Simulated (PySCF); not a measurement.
## Dipole response of Cu(3+) (copper, charge +3)

[Ar] 3d8, high-spin 3F determinant. Computed with PySCF 2.14 in aug-cc-pVTZ-DK (8s7p5d3f2g, 93 functions), with the spin-free X2C one-electron Hamiltonian (Gaussian nucleus). Coupled (time-dependent) response in atomic units; α is the mean over directions.

```json
{"method": "M06-2X", "mean α (bohr³)": "1.549", "C₆ (like pair)": "3.578", "S(−4)": "0.7681"}
{"method": "PW91", "mean α (bohr³)": "1.666", "C₆ (like pair)": "3.898", "S(−4)": "0.9669"}
```

S(−4) is the Cauchy moment in α(ω) = α(0) + S(−4) ω² + …

α(iu) at PW91:

| u (hartree) | α(iu) (bohr³) |
| --- | --- |
| 0 | 1.666 |
| 0.0500 | 1.664 |
| 0.100 | 1.657 |
| 0.200 | 1.629 |
| 0.300 | 1.587 |
| 0.500 | 1.476 |
| 0.750 | 1.322 |
| 1.00 | 1.179 |
| 1.50 | 0.9464 |
| 2.00 | 0.7720 |
| 3.00 | 0.5381 |
| 5.00 | 0.3022 |

A single London oscillator, α(iu) = α/(1 + u²/ω²), gives C₆ = (3/4) ω α². Matching the computed C₆ needs ω = 4 × 3.898 / (3 × 1.666²) = 1.87 hartree.

For an ion, C₆ is the dispersion term alone; charge-induced terms of lower order in 1/R come first.
